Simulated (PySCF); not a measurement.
Static response to an electric field

Species: C5H6O2Si.
Atom-mapped SMILES: `[CH3:1][SiH2:2][C:3]#[C:4][C:5](=[O:6])[CH:7]=[O:8]` (hydrogens: H9, H10, H11 on C1; H12, H13 on Si2; H14 on C7)

Geometry (GFN2-xTB, Å), atoms numbered from 1 in this order:
```xyz
14
C5H6O2Si angstrom
C     -2.440   -1.035   -0.041
Si    -1.940    0.784   -0.219
C     -0.079    0.844   -0.226
C      1.132    0.857   -0.229
C      2.555    0.823   -0.229
O      3.290    1.780   -0.325
C      3.136   -0.588   -0.091
O      2.491   -1.591    0.010
H     -2.056   -1.630   -0.865
H     -3.521   -1.146   -0.029
H     -2.053   -1.462    0.880
H     -2.378    1.587    0.926
H     -2.381    1.355   -1.495
H      4.242   -0.578   -0.093
```

Level: PBE0/def2-SVPD (PySCF), static field, nuclei fixed, core orbitals frozen in the response. The polarisability tensor in these axes (au):

```
x   133.33   6.67  -0.81
y     6.67  87.05  -2.36
z    -0.81  -2.36  62.91
```

Problem. Give the principal values, the mean and the anisotropy Δα = √{½[(α1 − α2)² + (α2 − α3)² + (α1 − α3)²]}.

Solution. Principal values 62.67, 86.31 and 134.29 au; mean 94.43 au = 13.99 Å³ = 15.57 × 10⁻⁴⁰ C²·m²/J; Δα = 63.21 au (67 % of the mean).

Problem. What is the dipole moment, and where does it point?

Solution. (-2.27, -0.78, 0.08) D, 2.40 D in size, pointing from the negative to the positive side. Measured along this direction, the outermost atoms are H14 at the negative end and H10 at the positive end.

Problem. Traceless (Buckingham) quadrupole moment about the centre of nuclear charge: eigenvalues?

Solution. -12.64, 2.09, 10.55 D·Å. The values depend on the origin, since the dipole doesn't vanish. The electronic extent ⟨r²⟩ about the same centre is 1721 bohr², a root-mean-square distance of 2.70 Å for the 66 electrons.

Problem. What would n − 1 = 2πNα be for an ideal gas of these molecules at 400 K and 1 atm, electronic part alone?

Solution. N = p/kT = 1.8347 × 10¹⁹ cm⁻³, so n − 1 = 2π × N × 13.99 × 10⁻²⁴ cm³ = 1613 × 10⁻⁶ at long wavelengths, for an ideal gas.

Problem. Find the Langevin capture rate constant for NO+ (29.998 u) meeting this molecule (126.014 u), k = 2.342 × 10⁻⁹ cm³/s × √(α in Å³ / reduced mass in u).

Solution. The reduced mass is 24.23 u, so k = 1.78 × 10⁻⁹ cm³/s. The formula leaves out the permanent dipole, which adds to the capture rate.

Geometry: GFN2-xTB, one conformer, isolated molecule.
